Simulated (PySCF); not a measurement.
**HfN at PBE0**

Level: PBE0. PySCF, scalar-relativistic core potentials, basis sets Hf def2-TZVPPD with ECP60, N def2-TZVPPD.

* state: quartet, unpaired electrons σ ↑, π ↑, δ ↑, a mixture of terms (⟨Lz²⟩ = 5.0), a second solution, started from another occupation
* bond length: 1.869 Å
* harmonic wavenumber: 816 cm⁻¹
* force constant: 5.10 mdyn/Å
* rotational constant Be: 0.3713 cm⁻¹
* anharmonicity ωexe: 3.44 cm⁻¹
* vibration–rotation constant αe: 0.00191 cm⁻¹
* bond order (Mayer): 2.21
* dipole moment (positive dipole means Hf(−)N(+)): -5.14 D

De is left out where the level can put another filling of the metal’s s and d shells below the measured ground configuration, by anything from nothing to about 1 eV. Spin–orbit coupling is left out, which matters for elements this heavy, above all for dissociation energies.
